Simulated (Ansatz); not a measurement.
# Ligand exchange: GaH(CH3)2 + In(CH3)2(NH2) → GaH(CH3)(NH2) + In(CH3)3

Species: GaH(CH3)2, singlet; In(CH3)2(NH2), singlet; GaH(CH3)(NH2), singlet; In(CH3)3 (trimethylindium (TMIn)), singlet. The partners trade CH3 for NH2: Ga–CH3 and In–NH2 bonds give way to Ga–NH2 and In–CH3.

Shapes, held fixed at every level: PBE0-D4/def2-TZVP. Programs: Ansatz 0.2.0. Electronic energies: no zero-point or thermal term.

Problem. Estimate ΔE of this reaction.

Solution. The highest level, CCSD(T)/def2-TZVPP, gives ΔE = -24.2 kJ/mol; the levels span -29.1 to -21.4. The column of differences is taken from that level and isn't an error. No measured value is set beside it here. For atoms past krypton def2 sets carry core potentials with scalar relativity. Relativity is left out for Ga. Outer-core shells of Ga, In are correlated in most correlated rows, in sets that cover them unevenly.

```tsv
level	kind	ΔE (kJ/mol)	less CCSD(T)/def2-TZVPP
PBE-D4/def2-TZVPP	GGA	-21.4	+2.8
r2SCAN-D4/def2-TZVPP	meta-GGA	-22.7	+1.5
PBE0-D4/def2-TZVPP	global hybrid	-22.2	+2.0
r2SCAN0-D4/def2-TZVPP	global hybrid	-23.3	+0.9
wB97M-V/def2-TZVPP	range-separated hybrid	-21.9	+2.3
wB97X-V/def2-TZVPP	range-separated hybrid	-21.7	+2.5
CCSD/def2-SVP	coupled cluster or CI	-29.1	-4.9
CCSD(T)/def2-TZVPP	coupled cluster or CI	-24.2	0.0
```
